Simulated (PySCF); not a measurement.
NICS in rings of unrelated molecules.

NICS = −σ at a ghost point: NICS(0) at the centroid of the ring atoms, NICS(1) 1 Å to either side along the normal of their mean plane, zz for the tensor component along that normal. Level: GIAO PBE0/pcSseg-1 (PySCF, non-relativistic, gas phase) on the GFN2-xTB geometries, one conformer each. Atom numbers follow the mapped SMILES.

Task: Order these rings by mean NICS(1)zz, lowest (most negative) first (ppm).
A. ring C2–C3–C5 in `[CH2:1]=[C:2]1[C:3]([Cl:4])=[C:5]1[C:6]#[N:7]`
B. ring C3–C4–C5–C6–N8–N9 in `[CH3:1][O:2][c:3]1[cH:4][cH:5][c:6]([CH3:7])[n:8][n:9]1`
C. ring C1–C2–N3–N4–C5 in `[CH2:1]1[CH2:2][NH:3][NH:4][CH2:5]1`
D. ring C2–C3–C4–C5–C8–C9 in `[CH3:1][c:2]1[cH:3][cH:4][c:5]([CH2:6][SiH3:7])[cH:8][cH:9]1`
E. ring C3–O4–C5–C6–C8 in `[CH3:1][O:2][C@@H:3]1[O:4][CH2:5][C@H:6]([F:7])[C:8]1=[O:9]`
F. ring C3–C4–C5–C6–S8 in `[CH3:1][O:2][c:3]1[cH:4][cH:5][c:6]([SH:7])[s:8]1`
G. ring C5–P6–C7–P8–C9–P11 in `[CH3:1][O:2][C:3](=[O:4])[c:5]1[p:6][cH:7][p:8][c:9]([CH3:10])[p:11]1`

Result: D (-27.0), B (-24.3), G (-22.4), F (-20.1), C (-9.6), A (-8.4), E (-2.7).

```
                 SMILES                                                    ring  NICS(0)  NICS(1)  NICS(1)zz   HOMA  rms pucker (Å)  ring atoms with four or more neighbours
     Cc1ccc(C[SiH3])cc1        6-membered carbocycle; formal bonds all aromatic     -8.4    -11.0      -27.0   1.00            0.00                                        0
          COc1ccc(C)nn1     6-membered ring with 2 N; formal bonds all aromatic     -5.5    -10.4      -24.3   0.94            0.00                                        0
     COC(=O)c1pcpc(C)p1     6-membered ring with 3 P; formal bonds all aromatic     -6.1     -9.6      -22.4   0.79            0.01                                        0
           COc1ccc(S)s1       5-membered ring with S; formal bonds all aromatic    -12.3     -9.5      -20.1   0.71            0.00                                        0
                C1CNNC1       5-membered ring with 2 N; formal bonds all single     -7.4     -4.7       -9.6      –            0.14                                        3
        C=C1C(Cl)=C1C#N  3-membered carbocycle; formal bonds 1 double, 2 single    -25.2     -6.8       -8.4  -0.11            0.00                                        0
CO[C@@H]1OC[C@H](F)C1=O         5-membered ring with O; formal bonds all single     -0.4     -2.2       -2.7      –            0.15                                        3
```

NICS(0) gives another order. The isotropic NICS(1) gives another order. Over the 5 rings with a HOMA value its correlation coefficient with NICS(1)zz is -0.99. HOMA uses Krygowski's 1993 parameters; it is left out where a ring has a four-coordinate atom, a triple bond, no multiple bond or a kind of bond without parameters. NICS(1) and NICS(1)zz are means over the two faces.
